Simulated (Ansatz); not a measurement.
```xyz
6

O    -1.4973   -0.1319    0.0131
H    -1.8792    0.6555   -0.0194
H    -0.5314    0.0418    0.0120
O     1.3951    0.2053   -0.0122
H     1.5683   -0.3698   -0.7470
H     1.5185   -0.3660    0.7501
```

Basis set: def2-TZVP (spherical functions). Frozen core: 2 orbitals. Charge 0, multiplicity 1.

Computed with Ansatz (development build ahead of 0.2.0); each method stands on the lowest determinant of its kind that the runs found. Restricted open shells among the atoms or ions are ROHF, correlated in semicanonical orbitals with singles. Restricted functionals stand beside restricted open-shell atoms, which can lie above the unrestricted atoms usual in DFT and then raise those values.

**Question.** Give the atomization energy at this shape (free ground-state atoms in the same class of orbitals less the molecule, no zero-point energy) of singlet H₄O₂ by PBE0 (restricted), RHF-MP2, RHF.

**Answer.**

```
           method  atomization energy
PBE0 (restricted)            19.57 eV
          RHF-MP2            19.35 eV
              RHF            13.58 eV
```

Caution: the shape is not the minimum.
